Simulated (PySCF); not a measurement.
C4HCl2F. Atoms are numbered in the order given.

```xyz
8

C     -0.1574     3.1261     0.0000
C      0.2185     1.9732     0.0000
C      0.6859     0.6364     0.0000
F      2.0047     0.4737     0.0000
C     -0.1102    -0.4559     0.0000
Cl    -1.8143    -0.3299     0.0000
Cl     0.5574    -2.0283     0.0000
H     -0.4960     4.1464     0.0000
```

Geometry: PBE0-D3(BJ)/def2-SVP. This is a generated structure with no PubChem entry under its InChIKey; it may be hypothetical.

Calculation: TDDFT-PBE/def2-SVPD (PySCF).

Vertical excitations. Isolated molecule, no solvent. State labels are in the subgroup Cs.

```tsv
state	symmetry	energy (eV)	λ (nm)	f	main pairs
S1	A"	4.54	273	0.000	HOMO→LUMO+1 99 %
S2	A'	4.83	257	0.339	HOMO→LUMO 92 %
S3	A"	5.10	243	0.000	HOMO−1→LUMO 99 %
S4	A"	5.16	240	0.000	HOMO→LUMO+2 99 %
S5	A"	5.77	215	0.000	HOMO−3→LUMO 100 %
S6	A'	6.00	207	0.031	HOMO−2→LUMO 72 %, HOMO−1→LUMO+1 22 %
S7	A"	6.09	203	0.005	HOMO→LUMO+3 98 %
S8	A'	6.25	198	0.080	HOMO−4→LUMO 73 %, HOMO−1→LUMO+1 13 %
S9	A"	6.30	197	0.004	HOMO−5→LUMO 70 %, HOMO→LUMO+4 30 %
S10	A"	6.30	197	0.012	HOMO→LUMO+4 69 %, HOMO−5→LUMO 30 %
T1	A'	2.99	414	0	HOMO→LUMO 99 %
T2	A"	4.23	293	0	HOMO→LUMO+1 96 %
T3	A"	4.77	260	0	HOMO→LUMO+2 96 %
T4	A"	4.87	255	0	HOMO−1→LUMO 90 %
```
Triplets are in the Tamm–Dancoff approximation, which puts them higher than full response would, so one can lie above its singlet here.
